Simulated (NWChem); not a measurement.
BeSi2H6; SMILES [SiH3][Be][SiH3]

Computed with NWChem. Each level has its own optimisation; frequencies are unscaled.

For level Hartree-Fock/3-21G:

```
Property                           Value
---------------------------------  -----
highest harmonic frequency (cm⁻¹)   2236
zero-point energy (kcal/mol)        32.6
```

**Question.** Estimate the same quantities for level PBE/def2-SVP.

**Answer.** 
| Quantity | Value |
|---|---|
| highest harmonic frequency (cm⁻¹) | 2133 |
| zero-point energy (kcal/mol) | 30.2 |
